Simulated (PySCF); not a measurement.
Isomers of C5H15NSSi2.

All values: PBE0/pcSseg-1 (PySCF) at GFN2-xTB geometries, gas phase, one conformer each.

Task: Rank by dipole moment, lowest first.
A. `[CH2:1]=[C:2]([S:3][CH3:4])[Si@H:5]([CH3:6])[CH2:7][SiH2:8][NH2:9]` with C1–C2–S3–C4 5°, C1–C2–Si5–C6 127°, C2–Si5–C7–Si8 174°, Si5–C7–Si8–N9 45°, C7–Si8–N9–H 42° and 180°
B. `[CH2:1]=[C:2]([CH3:3])[Si@@H:4]([CH2:5][CH3:6])[S:7][SiH2:8][NH2:9]` with C1–C2–Si4–C5 -75°, C2–Si4–C5–C6 -56°, C2–Si4–S7–Si8 56°, Si4–S7–Si8–N9 -179°, S7–Si8–N9–H 67° and -67°
C. `[CH3:1][CH2:2][Si@@H:3]([S:4][SiH2:5][NH2:6])[CH:7]1[CH2:8][CH2:9]1` with C1–C2–Si3–S4 -54°, C2–Si3–S4–Si5 167°, Si3–S4–Si5–N6 47°, S4–Si5–N6–H 179° and 40°, C2–Si3–C7–C8 11°
D. `[NH2:1][SiH2:2][SiH2:3][S:4][CH:5]1[CH2:6][CH2:7][CH2:8][CH2:9]1` with H–N1–Si2–Si3 -171° and 51°, N1–Si2–Si3–S4 175°, Si2–Si3–S4–C5 157°, Si3–S4–C5–C6 -67°, S4–C5–C6–C7 131°, C5–C6–C7–C8 22°, C6–C7–C8–C9 -39°, C7–C8–C9–C5 41°
E. `[CH2:1]=[CH:2][N:3]([SiH2:4][S:5][SiH3:6])[CH:7]([CH3:8])[CH3:9]` with C1–C2–N3–Si4 0°, C2–N3–Si4–S5 -179°, N3–Si4–S5–Si6 178°, C2–N3–C7–C8 60°

Result: E (0.20 D), B (0.70 D), A (1.32 D), C (2.15 D), D (2.32 D).

Task: Rank by HOMO–LUMO gap, lowest first.
A. `[CH2:1]=[CH:2][N:3]([SiH2:4][S:5][SiH3:6])[CH:7]([CH3:8])[CH3:9]` with C1–C2–N3–Si4 0°, C2–N3–Si4–S5 -179°, N3–Si4–S5–Si6 178°, C2–N3–C7–C8 60°
B. `[CH2:1]=[C:2]([S:3][CH3:4])[Si@H:5]([CH3:6])[CH2:7][SiH2:8][NH2:9]` with C1–C2–S3–C4 5°, C1–C2–Si5–C6 127°, C2–Si5–C7–Si8 174°, Si5–C7–Si8–N9 45°, C7–Si8–N9–H 42° and 180°
C. `[CH3:1][CH2:2][Si@@H:3]([S:4][SiH2:5][NH2:6])[CH:7]1[CH2:8][CH2:9]1` with C1–C2–Si3–S4 -54°, C2–Si3–S4–Si5 167°, Si3–S4–Si5–N6 47°, S4–Si5–N6–H 179° and 40°, C2–Si3–C7–C8 11°
D. `[CH2:1]=[C:2]([CH3:3])[Si@@H:4]([CH2:5][CH3:6])[S:7][SiH2:8][NH2:9]` with C1–C2–Si4–C5 -75°, C2–Si4–C5–C6 -56°, C2–Si4–S7–Si8 56°, Si4–S7–Si8–N9 -179°, S7–Si8–N9–H 67° and -67°

Result: A (6.01 eV), B (6.17 eV), D (6.51 eV), C (7.44 eV).

Task: Rank by LUMO energy, lowest first.
A. `[NH2:1][SiH2:2][SiH2:3][S:4][CH:5]1[CH2:6][CH2:7][CH2:8][CH2:9]1` with H–N1–Si2–Si3 -171° and 51°, N1–Si2–Si3–S4 175°, Si2–Si3–S4–C5 157°, Si3–S4–C5–C6 -67°, S4–C5–C6–C7 131°, C5–C6–C7–C8 22°, C6–C7–C8–C9 -39°, C7–C8–C9–C5 41°
B. `[CH3:1][CH2:2][Si@@H:3]([S:4][SiH2:5][NH2:6])[CH:7]1[CH2:8][CH2:9]1` with C1–C2–Si3–S4 -54°, C2–Si3–S4–Si5 167°, Si3–S4–Si5–N6 47°, S4–Si5–N6–H 179° and 40°, C2–Si3–C7–C8 11°
C. `[CH3:1][CH2:2][Si@@H:3]1[CH2:4][CH2:5][NH:6][Si@@H:7]1[S:8][CH3:9]` with C1–C2–Si3–C4 179°, N6–Si7–S8–C9 171°, C2–Si3–C4–C5 -147°, Si3–C4–C5–N6 45°, C4–C5–N6–Si7 -51°, C5–N6–Si7–S8 154°
D. `[CH2:1]=[CH:2][N:3]([SiH2:4][S:5][SiH3:6])[CH:7]([CH3:8])[CH3:9]` with C1–C2–N3–Si4 0°, C2–N3–Si4–S5 -179°, N3–Si4–S5–Si6 178°, C2–N3–C7–C8 60°

Result: A (-0.50 eV), C (-0.31 eV), D (-0.04 eV), B (0.41 eV).

All values together:

```csv
SMILES,μ (D),HOMO (eV),LUMO (eV),lowest IAO charge (e),highest IAO charge (e),lowest Hirshfeld charge (e),highest Hirshfeld charge (e)
C=C(C)[Si@@H](CC)S[SiH2]N,0.70,-6.95,-0.44,-0.827 (N),+0.834 (Si),-0.312 (N),+0.342 (Si)
N[SiH2][SiH2]SC1CCCC1,2.32,-6.50,-0.50,-0.841 (N),+0.642 (Si),-0.321 (N),+0.288 (Si)
CC[Si@@H]1CCN[Si@@H]1SC,1.28,-6.46,-0.31,-0.674 (N),+0.658 (Si),-0.243 (N),+0.271 (Si)
C=CN([SiH2]S[SiH3])C(C)C,0.20,-6.04,-0.04,-0.459 (N),+0.819 (Si),-0.170 (S),+0.348 (Si)
C=C(SC)[Si@H](C)C[SiH2]N,1.32,-6.13,0.03,-0.847 (N),+0.922 (Si),-0.314 (N),+0.369 (Si)
CC[Si@@H](S[SiH2]N)C1CC1,2.15,-7.02,0.41,-0.849 (N),+0.840 (Si),-0.309 (N),+0.349 (Si)
```

Conformers: `[CH2:1]=[C:2]([CH3:3])[Si@@H:4]([CH2:5][CH3:6])[S:7][SiH2:8][NH2:9]` with C1–C2–Si4–C5 -75°, C2–Si4–C5–C6 -56°, C2–Si4–S7–Si8 56°, Si4–S7–Si8–N9 -179°, S7–Si8–N9–H 67° and -67°; `[NH2:1][SiH2:2][SiH2:3][S:4][CH:5]1[CH2:6][CH2:7][CH2:8][CH2:9]1` with H–N1–Si2–Si3 -171° and 51°, N1–Si2–Si3–S4 175°, Si2–Si3–S4–C5 157°, Si3–S4–C5–C6 -67°, S4–C5–C6–C7 131°, C5–C6–C7–C8 22°, C6–C7–C8–C9 -39°, C7–C8–C9–C5 41°; `[CH3:1][CH2:2][Si@@H:3]1[CH2:4][CH2:5][NH:6][Si@@H:7]1[S:8][CH3:9]` with C1–C2–Si3–C4 179°, N6–Si7–S8–C9 171°, C2–Si3–C4–C5 -147°, Si3–C4–C5–N6 45°, C4–C5–N6–Si7 -51°, C5–N6–Si7–S8 154°; `[CH2:1]=[CH:2][N:3]([SiH2:4][S:5][SiH3:6])[CH:7]([CH3:8])[CH3:9]` with C1–C2–N3–Si4 0°, C2–N3–Si4–S5 -179°, N3–Si4–S5–Si6 178°, C2–N3–C7–C8 60°; `[CH2:1]=[C:2]([S:3][CH3:4])[Si@H:5]([CH3:6])[CH2:7][SiH2:8][NH2:9]` with C1–C2–S3–C4 5°, C1–C2–Si5–C6 127°, C2–Si5–C7–Si8 174°, Si5–C7–Si8–N9 45°, C7–Si8–N9–H 42° and 180°; `[CH3:1][CH2:2][Si@@H:3]([S:4][SiH2:5][NH2:6])[CH:7]1[CH2:8][CH2:9]1` with C1–C2–Si3–S4 -54°, C2–Si3–S4–Si5 167°, Si3–S4–Si5–N6 47°, S4–Si5–N6–H 179° and 40°, C2–Si3–C7–C8 11°.
